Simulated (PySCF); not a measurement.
Gas-phase XPS of (NaF)3 ring, computed

(NaF)3 ring, Na3F3.
Bonds: Na1–F2, Na1–F6, F2–Na3, Na3–F4, F4–Na5, Na5–F6.

Method used: PySCF, delta-SCF UKS SCAN, pcX-2 on the ionised atom, pcseg-1 elsewhere, spin-free X2C. Vertical ΔSCF values, vacuum level as zero.

Question: Give the core binding energies atom by atom.

Answer: 
```json
{"atom(s)": "F2/F4/F6", "bonded to": "2 Na", "level": "F 1s", "binding energy (eV)": "688.39", "count": "3"}
{"atom(s)": "Na1/Na3/Na5", "bonded to": "2 F", "level": "Na 1s", "binding energy (eV)": "1077.51", "count": "3"}
```

Question: Give the binding energy of F 1s of F2 (atom 2)/F4/F6 in hartree and in kJ/mol.

Answer: 688.39 eV = 25.2979 Eh = 66420 kJ/mol.

Topologically equivalent atoms share the value of their first member; where this conformer doesn't relate them by symmetry, their own values could differ. Isolated species at its PBE0-D3(BJ)/def2-SVP geometry (one conformer only).

Hardware: Arm Neoverse V1, one thread, on a shared host. Cost: 4.9 s.
